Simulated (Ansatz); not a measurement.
C2H6ClGa, SMILES C[CH2][GaH][Cl].

Geometry optimised at ωB97X-D3(BJ)/def2-SVP. The structure was generated by enumeration; whether it is a known compound was not checked. Other conformers were not sampled.

Two levels are set side by side: PBE/def2-SVPD (Ansatz, a quantum-chemistry and plane-wave program) and PBE0/def2-SVPD (Ansatz). Energy differences of separate SCF runs at the same geometry; the states with an electron removed or added have multiplicity 2 and 2. Differences are taken from unrounded values.

```tsv
quantity	PBE
vertical ionisation energy (eV)	9.50
vertical singlet–triplet gap (eV)	4.40
```

Question: These are the PBE values. What does PBE0 give? (An estimate is asked for; the answer gives what the named calculation found.)

Answer: 
```csv
quantity,PBE0,PBE minus PBE0
vertical ionisation energy (eV),9.87,-0.37
vertical singlet–triplet gap (eV),4.76,-0.36
```
